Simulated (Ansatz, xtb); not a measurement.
## Isomers of Al2FH2NS in order of energy

4 gas-phase structures of Al2FH2NS, found in a search over its isomers (lower ones may exist). Each was relaxed with GFN2-xTB:

A. `[NH2][Al]1[S][Al]1[F]`, a singlet
B. `[F][Al]1[NH][Al]1[SH]`, a singlet
C. a singlet given by its coordinates
D. a singlet given by its coordinates

D (Å):

```xyz
7

Al   -1.9380    2.4297    0.9157
Al   -1.8491    1.6059   -1.5863
F    -1.8615    2.8903    2.4912
N    -0.7316    1.5577   -0.1551
S    -3.5469    2.6728   -0.6003
H     0.1999    1.2027    0.0309
H    -1.7856    1.1181   -3.0206
```

Close contacts (Å): Al1–Al2 2.64, Al1–F3 1.64, Al1–N4 1.83, Al1–S5 2.22, Al2–N4 1.82, Al2–S5 2.23, Al2–H7 1.52, N4–H6 1.01.

C (Å):

| atom | x (Å) | y (Å) | z (Å) |
| --- | --- | --- | --- |
| Al | -1.1807 | 3.2041 | 0.9581 |
| Al | -2.1712 | 1.0325 | -1.3111 |
| F | -1.8990 | -0.4229 | -2.0279 |
| N | -1.0940 | 1.6833 | -0.0019 |
| S | -1.3475 | 4.9581 | 2.0232 |
| H | -0.3269 | 1.0471 | 0.2453 |
| H | -3.3694 | 1.8327 | -1.7646 |

Close contacts (Å): Al1–N4 1.80, Al1–S5 2.06, Al2–F3 1.65, Al2–N4 1.82, Al2–H7 1.51, N4–H6 1.03.

Problem. Estimate their order in r2SCAN-D4/def2-SVP//GFN2-xTB energy at these geometries, lowest first.

Solution. Calculated order at r2SCAN-D4/def2-SVP//GFN2-xTB: D (0.0), A (34.4), C (36.6), B (53.8) kcal/mol.

Energies above the lowest of each column, in kcal/mol; the last columns are at r2SCAN-D4/def2-SVP geometries and were run for some of them only (a dash: not run or not comparable):

```
structure  GFN2-xTB  HF/STO-3G  r2SCAN-D4/def2-SVP//GFN2-xTB  r2SCAN-D4/def2-SVP  CCSD(T)/def2-SVP + ΔMP2/def2-TZVPP
        D       0.0        0.0                           0.0                 0.0                                 0.0
        A      33.2       90.5                          34.4                33.4                                34.5
        C      15.5       53.8                          36.6                35.9                                36.0
        B      40.1      107.7                          53.8                   –                                   –
```

Every level run on D puts it lowest or level with the lowest. Flexible structures stand in one conformer each, not always the lowest. Frequencies (r2SCAN-D4/def2-SVP) were run for A, C, D alone. ΔMP2 is the change of the MP2 energy from the smaller to the larger basis.

Over these structures GFN2-xTB departs from r2SCAN-D4/def2-SVP//GFN2-xTB by 8.4 kcal/mol on average once a common shift is removed. A GFN2-xTB relaxation took about 0.28 s and the r2SCAN-D4/def2-SVP//GFN2-xTB energy about 3.5 s on a shared host (Ansatz 0.2.0, xtb 6.7.1).
